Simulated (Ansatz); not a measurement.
The cluster Sn₃⁺ was relaxed with B3LYP-D4 (def2-SVP) in Ansatz in these states: charge +1 doublet, charge +1 quartet. The geometries follow in no particular order.

In the def2 sets Sn takes a core potential; there is no spin–orbit coupling.

A:

```
atom    x (Å)    y (Å)    z (Å)
 Sn1  -1.6765  -0.2137  -0.4885
 Sn2   1.0211  -1.4053   0.2779
 Sn3   0.6553   1.6190   0.2106
```

B:

```xyz
3

Sn    0.5849    1.1889   -1.5611
Sn   -0.7386    0.7405    0.8928
Sn    0.1536   -1.9294    0.6684
```

**Question.** Judge from the bond lengths which geometry belongs to which state (an estimate).

**Answer.** A is the charge +1 quartet (Sn2–Sn3 3.047 Å, Sn1–Sn2 3.047 Å); B is the charge +1 doublet (Sn2–Sn3 2.824 Å, Sn1–Sn2 2.824 Å).

At PBE0-D4/def2-TZVP a quartet lies 0.18 eV below the charge +1 doublet. These are the stationary points nearest to one start from a short search; other shapes may lie lower in each state.
